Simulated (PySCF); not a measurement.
C4H6O2Si.
SMILES with atom numbers: `[CH:1]#[C:2][Si@H:3]1[CH2:4][O:5][CH2:6][O:7]1` (hydrogens: H8 on C1; H9 on Si3; H10, H11 on C4; H12, H13 on C6)

Method: B3LYP/6-31+G* geometry optimisation, gas phase (PySCF 2.14.0); density fitting, grid level 1; the optimiser is geomeTRIC in internal coordinates, started from a GFN2-xTB structure.

Step 0: E = -16216.2399 eV
```
atom  x, y, z in Å  |  force x, y, z in eV/Å
C1      3.2263   -0.0098    0.6920    0.756   0.094   0.358
C2      2.1448   -0.1992    0.2023   -1.650  -0.384  -1.060
Si3     0.4894   -0.4780   -0.5734    0.454  -0.457   1.047
C4     -0.8117   -1.0058    0.7342    0.237  -0.364   0.069
O5     -1.8981   -0.1367    0.4154   -0.468  -0.501  -0.006
C6     -1.4150    1.0896   -0.0178   -0.566   1.324   0.316
O7     -0.3001    0.9365   -0.8417    0.234   0.774  -0.899
H8      4.1711    0.1569    1.1243    0.612   0.116   0.293
H9      0.5136   -1.2470   -1.8082    0.327  -0.318  -0.308
H10    -0.4792   -0.8323    1.7662    0.133  -0.002   0.091
H11    -1.1964   -2.0202    0.6619   -0.013  -0.218   0.017
H12    -2.2147    1.5779   -0.5835   -0.023  -0.017   0.028
H13    -1.1270    1.7278    0.8371   -0.032  -0.047   0.055
```

Step 1: E = -16216.3373 eV
```
atom  x, y, z in Å  |  force x, y, z in eV/Å
C1      3.2649   -0.0286    0.6523    0.189   0.011  -0.014
C2      2.1816   -0.1967    0.1264   -0.258   0.075   0.322
Si3     0.4895   -0.4650   -0.5149    0.146   0.001  -0.291
C4     -0.8450   -1.0105    0.7398    0.072   0.048   0.074
O5     -1.9403   -0.1448    0.3756   -0.029   0.014   0.002
C6     -1.4593    1.1307   -0.0129    0.183  -0.275  -0.025
O7     -0.3084    0.9791   -0.8420   -0.022   0.039  -0.035
H8      4.2314    0.1275    1.0841   -0.032  -0.016  -0.025
H9      0.6746   -1.2988   -1.7246   -0.210   0.023  -0.014
H10    -0.5403   -0.8344    1.7834   -0.017  -0.005   0.013
H11    -1.2069   -2.0369    0.6500    0.006  -0.006  -0.012
H12    -2.2537    1.6151   -0.5794   -0.049   0.034  -0.045
H13    -1.1853    1.7231    0.8711    0.022   0.059   0.050
```

Q: Estimate the geometry and energy of step 2. (The exact step hangs on the optimiser's Hessian estimate; all steps are aligned on step 1, rigid shifts and turns removed.)

A: E = -16216.3550 eV, largest force 0.230 eV/Å
```
atom  x, y, z in Å  |  force x, y, z in eV/Å
C1      3.2506   -0.0273    0.6711    0.021  -0.020  -0.095
C2      2.1656   -0.1894    0.1438   -0.097   0.044   0.204
Si3     0.4870   -0.4601   -0.5330    0.119  -0.047  -0.114
C4     -0.8294   -1.0073    0.7395    0.066  -0.017   0.048
O5     -1.9305   -0.1482    0.3829    0.002   0.057  -0.025
C6     -1.4508    1.1237   -0.0154   -0.021  -0.024  -0.001
O7     -0.3129    0.9806   -0.8598   -0.007  -0.024  -0.038
H8      4.2181    0.1202    1.1010   -0.002  -0.001   0.012
H9      0.6311   -1.2972   -1.7441   -0.070   0.027  -0.005
H10    -0.5170   -0.8296    1.7806   -0.007   0.000  -0.002
H11    -1.1878   -2.0355    0.6529    0.006  -0.012   0.000
H12    -2.2541    1.6069   -0.5746   -0.007   0.015   0.009
H13    -1.1669    1.7229    0.8639   -0.003   0.001   0.008
```

The energy changes by -0.0177 eV. The first-order estimate −F·Δx gives -0.0262 eV and the mean of the old and new forces, exact on a quadratic surface, -0.0178 eV. The step makes an angle of 63° with the force vector and moves no atom by more than 0.048 Å.

The cost below is that of the whole optimisation. Hardware: one thread of an Arm Neoverse N1, no GPU, on a shared host. Cost: 72 s of wall time, 0.66 GiB resident at most.
